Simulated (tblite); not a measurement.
Species: CH₁₀N₂OSi₃.
SMILES with atom numbers: `[NH2:1][SiH2:2][SiH2:3][SiH2:4][C:5]([NH2:6])=[O:7]` (hydrogens: H8, H9 on N1; H10, H11 on Si2; H12, H13 on Si3; H14, H15 on Si4; H16, H17 on N6)

Structure optimised with GFN2-xTB, isolated species.

List the bond lengths, angles and torsions at this level.

```csv
bond,length (Å)
N1–Si2,1.714
Si2–Si3,2.315
Si3–Si4,2.315
Si4–C5,1.919
C5–N6,1.346
C5=O7,1.225
"N1–H8, N1–H9",1.011
"Si2–H10, Si2–H11",1.474
"Si3–H12, Si3–H13",1.477
Si4–H14,1.479
Si4–H15,1.469
N6–H16,1.010
N6–H17,1.003
```

Bonds in one row agree within 0.01 Å and their mean is given. A selection of angles:
```csv
angle,degrees
Si2–N1–H8,118.6
H8–N1–H9,109.6
N1–Si2–Si3,104.0
N1–Si2–H10,105.2
N1–Si2–H11,116.2
Si3–Si2–H10,114.4
Si3–Si2–H11,111.9
H10–Si2–H11,105.4
Si2–Si3–Si4,116.4
Si2–Si3–H12,111.5
Si4–Si3–H12,107.1
Si4–Si3–H13,106.4
H12–Si3–H13,102.2
Si3–Si4–C5,107.9
Si3–Si4–H14,121.0
Si3–Si4–H15,115.2
C5–Si4–H14,103.6
H14–Si4–H15,103.8
Si4–C5–N6,119.0
Si4–C5–O7,120.3
N6–C5–O7,120.7
C5–N6–H16,120.0
C5–N6–H17,121.2
H16–N6–H17,118.7
```

Torsions: N1–Si2–Si3–Si4 4° (synperiplanar); Si2–Si3–Si4–C5 -58° (synclinal); Si3–Si4–C5–N6 -135° (anticlinal). The mirror-image conformer, all signs reversed, is as good.

Of the pairs four or more bonds apart, those above aside, N1···O7 is among the closest relative to their van der Waals radii: 2.96 Å, 96 % of the sum of Bondi's values. Si3 (SiH2 silicon) is distorted tetrahedral (angles from 102.2° to 116.4°). Si2 (SiH2 silicon) is distorted tetrahedral (angles from 104.0° to 116.2°). N1 (silicon-bound nitrogen) is pyramidal (angles 119.8°, 118.6° and 109.6°, sum 348.0°, 0.24 Å off the plane of its three neighbours). H8 on N1 lies 1.98 Å from O7, 6 bonds away (angle at H 163°; Bondi radii sum to 2.72 Å): the geometry of an intramolecular hydrogen bond. N6 (nitrogen bound to a carbonyl carbon) is planar (angles 121.2°, 120.0° and 118.7°, sum 359.9°, 0.02 Å off the plane of its three neighbours). Si4 (SiH2 silicon) is distorted tetrahedral (angles from 103.5° to 121.0°).

Point group: C1 (no symmetry element, even within 0.4 Å). Its GFN2-xTB frequencies are all real (lowest 26 cm⁻¹). The numbers are those of one conformer (H–N1–Si2–Si3 43° and -178°, N1–Si2–Si3–Si4 4°, Si2–Si3–Si4–C5 -58°, Si3–Si4–C5–N6 -135°, Si4–C5–N6–H -179° and -2°). 3 starts were optimised and ended at 0.00, 2.60 and 5.39 kcal/mol (GFN2-xTB); the lowest of these is shown.

Time: 1.0 s wall. Hardware: one thread, Intel Xeon 6975P-C (x86_64), shared host with 192 logical CPUs at a one-minute load of 58. This is the geometry optimisation.

All values are computed, not measured.
